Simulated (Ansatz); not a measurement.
Cost and result up the ladder for Pt20 (started as a model of: Pt20 tetrahedron) (20 atoms). Total charge 0; singlet. Geometry: PBE-D4/def2-SVP.

```csv
atom,x (Å),y (Å),z (Å)
Pt1,1.074,0.791,4.595
Pt2,-0.539,1.537,2.660
Pt3,-1.966,2.322,0.700
Pt4,-3.543,2.945,-1.310
Pt5,0.215,-1.139,2.963
Pt6,-1.496,-0.321,1.062
Pt7,-2.865,0.416,-1.148
Pt8,-0.599,-2.852,1.285
Pt9,-2.226,-2.023,-0.810
Pt10,-1.452,-4.523,-0.625
Pt11,2.107,0.755,2.176
Pt12,0.560,1.769,0.206
Pt13,-1.003,2.348,-1.903
Pt14,1.359,-1.162,0.536
Pt15,-0.409,-0.277,-1.793
Pt16,0.421,-2.807,-1.294
Pt17,2.994,0.859,-0.212
Pt18,1.389,1.645,-2.344
Pt19,2.093,-1.046,-2.058
Pt20,3.888,0.763,-2.685
```

Ansatz on 5 threads of AMD EPYC 7R13 on a shared host and a share (37 GiB) of an NVIDIA H100 80GB HBM3. Times are rough, and most runs start from the orbitals of an earlier one. No level here is sound enough to serve as a yardstick. Binding counts from free atoms at the same level (Pt triplet; other spins of the atoms weren't run), without zero-point energy or a counterpoise term.

In the def2 sets Pt takes a core potential; there is no spin–orbit coupling. Single mean-field runs in def2-SVP, def2-TZVP are fitted with def2-universal-jkfit. No other spin state of charge 0 was run.

Run but left out: MP2/def2-SVP (restricted singlet, unstable towards broken spin symmetry).

| level | functions | wall time |
| --- | --- | --- |
| BLYP-D4/def2-TZVP | 800 | 12 s |
| r2SCAN-D4/def2-TZVP | 800 | 15 s |
| PBE-D4/def2-TZVP (with forces) | 800 | 15 s |
| PBE-D4/def2-SVP | 640 | 16 s |
| PBE0-D4/def2-SVP | 640 | 24 s |
| PBE0-D4/def2-TZVP | 800 | 34 s |

(1) Estimate what each level gives for the binding energy per atom (eV).

Answers

(1) 
```
                         level  binding energy per atom (eV)                        remarks
             BLYP-D4/def2-TZVP                          3.78  restricted SCF unstable in HF
           r2SCAN-D4/def2-TZVP                          3.95  restricted SCF unstable in HF
PBE-D4/def2-TZVP (with forces)                          4.14  restricted SCF unstable in HF
               PBE-D4/def2-SVP                          3.96  restricted SCF unstable in HF
              PBE0-D4/def2-SVP                          3.22  restricted SCF unstable in HF
             PBE0-D4/def2-TZVP                          3.40  restricted SCF unstable in HF
```
